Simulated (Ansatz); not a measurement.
Cartesian coordinates in Å:
```
O 1.0688 0.4237 1.6110
C 0.9800 0.4213 0.2863
F -0.4146 -1.8732 0.6984
C 0.0699 1.1629 -0.3683
Al -1.1273 -0.9300 -0.5005
H 1.4429 -0.4100 1.9174
H 1.6717 -0.2233 -0.2541
H -0.5984 1.8204 0.1741
H 0.1364 1.2495 -1.4456
H -0.6905 -1.3394 -1.9714
H -2.5390 -0.3018 -0.1472
```

Total charge 0; spin multiplicity 1. The bonds changed during the relaxation, so this is another structure than the one it started from.

List the B3LYP/def2-TZVPP orbital energies in eV (Ansatz 0.2.0). (Estimate.)

Computed: Occupied: -1524.02, -669.96, -522.55, -280.04, -277.67, -111.96, -72.68, -72.56, -72.49, -30.57, -30.36, -22.11, -17.49, -16.35, -13.61, -12.96, -12.31, -11.90, -10.87, -10.60, -10.36, -9.75, -8.04, -7.70. Lowest empty: -1.37, 0.04, 0.53, 1.05, 1.56, 1.83, 2.19, 2.72.

B3LYP here is the variant with VWN-RPA as its local correlation; programs differ in this.
